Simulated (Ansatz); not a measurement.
Consider the formal hydrolysis of the Si–C bond: `N#C[Si](F)(F)F` + H₂O → `O[Si](F)(F)F` + `C#N`.

Program: Ansatz. Geometries: PBE0-D4/def2-TZVP. ΔE: electronic, gas phase. CCSD(T)/CBS adds triple-zeta CCSD(T) − MP2 to the extrapolated MP2 energy (def2 sets, frozen cores). This one scheme is used for every species. DFT in def2-TZVPP. B3LYP here is the variant with VWN-RPA as its local correlation; programs differ in this. HSE06 is defined as in plane-wave codes. One conformer a species, not always the lowest.

```tsv
level	ΔE (kcal/mol)	difference from CCSD(T)/CBS
LDA (SPW92)	-21.9	-0.2
PBE-D4	-19.5	2.2
B3LYP-D4	-21.7	0.0
ωB97X-V	-22.3	-0.6
ωB97M-V	-22.3	-0.6
revPBE	-19.1	2.6
PBE0	-21.4	0.3
r2SCANh	-22.8	-1.1
HSE06	-21.3	0.4
BHLYP	-24.2	-2.5
CCSD(T)/def2-SVP	-21.5	0.2
HF/def2-TZVPP	-25.9	-4.2
CCSD(T)/def2-TZVPP	-21.9	-0.2
MP2/def2-QZVPP	-21.5	0.2
SCS-MP2/def2-QZVPP	-21.8	-0.1
MP2/CBS(def2)	-21.4	0.3
CCSD(T)/CBS	-21.7	0
```

Largest T1 diagnostic among the species: 0.014.

Leaving LDA and LC-ωPBE aside and taking each functional with its dispersion term where it has one, the values, not all of them listed here, spread over 4.8 kcal/mol, from BHLYP-D4 to revPBE-D4. LDA lies −2.1 kcal/mol from PBE without D4. From PBE to PBE0 (25 % exact exchange), in def2-TZVPP and without D4, ΔE moves by −1.5 kcal/mol.
